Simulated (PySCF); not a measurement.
Si(Cl)2(GeH3)(OH) (Cl2GeH4OSi), SMILES Cl[Si]([GeH3])(Cl)O.

The structure is a stationary point at B3LYP-D3(BJ)/def2-SVP. Other conformers were not sampled.

Computed with PySCF 2.14.0 with TDA-PBE0/def2-SVPD.

Vertical excitations. The molecule is in vacuum. State labels are in the subgroup Cs.

```tsv
state	symmetry	energy (eV)	λ (nm)	f	main pairs
S1	A'	7.15	173	0.183	HOMO→LUMO 63 %, HOMO→LUMO+1 28 %
S2	A'	7.24	171	0.182	HOMO→LUMO+1 67 %, HOMO→LUMO 29 %
S3	A"	7.36	169	0.015	HOMO→LUMO+2 60 %, HOMO−1→LUMO 30 %
S4	A"	7.53	165	0.042	HOMO−1→LUMO 60 %, HOMO→LUMO+2 21 %
S5	A"	7.70	161	0.000	HOMO−1→LUMO+1 44 %, HOMO−2→LUMO 42 %, HOMO−2→LUMO+1 7 %
S6	A"	7.74	160	0.010	HOMO−1→LUMO+1 48 %, HOMO−2→LUMO 31 %, HOMO−2→LUMO+1 12 %
S7	A'	7.87	157	0.018	HOMO−1→LUMO+2 83 %
S8	A'	7.94	156	0.003	HOMO→LUMO+3 83 %
S9	A"	8.07	154	0.032	HOMO−2→LUMO+1 70 %, HOMO−2→LUMO 12 %
S10	A'	8.07	154	0.006	HOMO−3→LUMO 72 %
T1	A'	6.20	200	0	HOMO→LUMO 69 %, HOMO→LUMO+1 26 %
T2	A"	6.42	193	0	HOMO→LUMO+2 93 %
T3	A'	6.66	186	0	HOMO→LUMO+1 57 %, HOMO→LUMO 23 %, HOMO→LUMO+3 9 %
T4	A"	7.02	176	0	HOMO−1→LUMO 84 %
```
Triplets are in the Tamm–Dancoff approximation.
